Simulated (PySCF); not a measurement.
## Ionisation energy of Sr by level of theory

Sr [Kr] 5s2 (1S) → Sr⁺ [Kr] 5s1 (2S), as a difference of total energies. Computed with PySCF 2.14 in x2c-TZVPPall with one added diffuse shell each of s, p, d, f type (9s7p7d3f1g, 95 functions), with scalar relativity by spin-free X2C-1e. Correlated levels: valence and next inner shell: [Ar] 3d10 frozen. The calculations carry no spin-orbit coupling.

| method | ionisation energy (eV) |
| --- | --- |
| UHF | 4.746 |
| MP2 (valence and next inner shell) | 5.567 |
| SCS-MP2 (valence and next inner shell) | 5.603 |
| CCSD (valence and next inner shell) | 5.587 |
| CCSD(T) (valence and next inner shell) | 5.658 |

Errors of the correlated levels include the incompleteness of this basis and the frozen core.

Q: Which method comes closest to the reference value, and which is furthest?

A: The reference is 5.695 eV (measured; NIST Atomic Spectra Database, ionization energies). Closest: CCSD(T) (valence and next inner shell) (error -0.037 eV); furthest: UHF (error -0.949 eV).
